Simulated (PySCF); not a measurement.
Two species compared at the same levels of theory.

First species: C₅H₉NOSi.
Geometry (PBE0-D3(BJ)/def2-SVP, Å), atoms numbered from 1 in this order:
```xyz
17
C5H9NOSi angstrom
N      3.5350    0.8170   -0.8387
C      2.5333    0.5856   -0.3040
C      1.2651    0.2821    0.3237
C      0.8616   -1.1999    0.1267
O     -0.3533   -1.5046    0.7384
C     -1.4982   -1.0163    0.0836
C     -1.6858    0.4921    0.2528
Si    -0.1440    1.4030   -0.3306
H      1.3563    0.4703    1.4079
H      1.6217   -1.8515    0.5830
H      0.8339   -1.4312   -0.9578
H     -2.3499   -1.5623    0.5171
H     -1.4574   -1.2780   -0.9940
H     -2.5760    0.8311   -0.3018
H     -1.8597    0.7225    1.3172
H     -0.0630    1.4294   -1.8218
H     -0.0184    2.7844    0.2165
```

Second species: C₅H₉NOSi.
Numbering: `[CH3:1][Si@@H:2]1[CH2:3][CH2:4][C@H:5]([C:6]#[N:7])[O:8]1` (hydrogens: H9, H10, H11 on C1; H12 on Si2; H13, H14 on C3; H15, H16 on C4; H17 on C5)

Levels: wB97X-D/def2-SVPD for HOMO energy, LUMO energy, HOMO–LUMO gap and static isotropic polarisability; TDDFT wB97X-D/def2-SVPD for lowest singlet excitation. Geometries: PBE0-D3(BJ)/def2-SVP. All species are isolated and taken at one optimised geometry, non-relativistic unless stated; the electronic structure was computed with PySCF and density fitting.

Question: Which has the higher HOMO–LUMO gap?

Answer: The second: 12.23 eV against 11.72 eV, a difference of 0.51 eV.

Question: Which has the higher HOMO energy?

Answer: The first: -9.93 eV against -10.37 eV, a difference of 0.44 eV.

Question: Which has the higher static isotropic polarisability?

Answer: The first: 89.9 au against 86.3 au, a difference of 3.6 au.

Question: Which of the two has the higher LUMO energy, and by how much?

Answer: The second: 1.86 eV against 1.79 eV, a difference of 0.07 eV.

Question: Which of the two has the higher S1 energy, and by how much?

Answer: The second: 7.47 eV against 7.20 eV, a difference of 0.27 eV.

On the first: S1 lies 4.52 eV below the HOMO–LUMO gap. The polarisability is 13.32 Å³ as a volume (1 au = 0.148185 Å³), or 1.32 au for each of the 68 electrons.

On the second: The polarisability is 12.79 Å³ as a volume (1 au = 0.148185 Å³), or 1.27 au for each of the 68 electrons. The principal polarisabilities are 75.1, 89.9 and 93.9 au; their mean is the isotropic value.

One conformer stands for the species.
